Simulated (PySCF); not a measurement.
Isomers of C5H6NO3P, one GFN2-xTB conformer each. Single-point energies are computed at PBE0/pcSseg-1 (PySCF, gas phase, no added dispersion term), electronic only.

| SMILES | GFN2-xTB relative energy (kcal/mol) |
| --- | --- |
| O=P(O)(O)c1ccccn1 | 0.0 |
| O=P(O)(O)c1ccncc1 | 2.2 |

Conformers: `[O:1]=[P:2]([OH:3])([OH:4])[c:5]1[cH:6][cH:7][cH:8][cH:9][n:10]1` with O1–P2–O3–H -169°, O1–P2–O4–H 1°, O1–P2–C5–C6 -29°; `[O:1]=[P:2]([OH:3])([OH:4])[c:5]1[cH:6][cH:7][n:8][cH:9][cH:10]1` with O1–P2–O3–H -166°, O1–P2–O4–H -13°, O1–P2–C5–C6 139°.

Task: What does PBE0/pcSseg-1 give for the same structures?

Result: 
```
           SMILES  PBE0/pcSseg-1 E (Eh)  PBE0/pcSseg-1 (kcal/mol)  GFN2-xTB (kcal/mol)  point group
O=P(O)(O)c1ccccn1            -815.27609                       0.0                  0.0           C1
O=P(O)(O)c1ccncc1            -815.26956                       4.1                  2.2           C1
```

Both levels put the same isomer lowest. 

Task: Which frontier levels, dipoles and rotational constants go with these structures?

Result: 
| SMILES | HOMO (eV, PBE0/pcSseg-1) | LUMO (eV) | dipole (D) | A, B, C (MHz) |
| --- | --- | --- | --- | --- |
| O=P(O)(O)c1ccccn1 | -8.07 | -1.60 | 5.15 | 2579, 821.8, 720.2 |
| O=P(O)(O)c1ccncc1 | -7.75 | -1.58 | 3.14 | 2597, 786.2, 697.9 |
